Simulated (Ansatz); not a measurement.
System (SMILES): C(=[N])=O, doublet.
Atoms: N1, C2, O3. Bonds: N1-C2, C2-O3.

How fast the highest harmonic wavenumber converges with the basis for several methods (Ansatz, a first-principles code): deviation from each method's own reference, in cm⁻¹. References: B3LYP 1983 cm⁻¹, the value in def2-QZVPP; HF 2007 cm⁻¹, the value in def2-QZVPP; MP2 2475 cm⁻¹, the value in def2-QZVPP; PBE 1958 cm⁻¹, the value in def2-QZVPP. Cartesian d functions, on some or all atoms, in 6-31G*; all else is spherical. In correlated methods cores are frozen. Open shells are unrestricted. No added dispersion term, no relativity. Each level at its own minimum, unscaled; the references are large sets that could be run, not limits.

```tsv
basis	functions	B3LYP	HF	MP2	PBE
cc-pVDZ	42	9	-20	5	17
def2-SVP	42	44	-17	42	51
6-31G*	45	14	-49	32	20
6-311G**	54	15	-22	6	22
6-311+G**	66	11	-21	8	16
aug-cc-pVDZ	69	-5	-17	0	0
pcseg-2	90	-1	-15	-9	-1
cc-pVTZ	90	6	-2	-1	8
def2-TZVPPD	114	3	-4	-4	3
6-311++G(3df,3pd)	117	10	13	-2	11
aug-cc-pVTZ	138	-3	-6	-3	-3
cc-pVQZ	165	1	1	0	2
```

Mean absolute deviation over 6-311G**, 6-311+G**, pcseg-2, cc-pVTZ, def2-TZVPPD, 6-311++G(3df,3pd), aug-cc-pVTZ: MP2 5, B3LYP 7, PBE 9, HF 12 cm⁻¹.
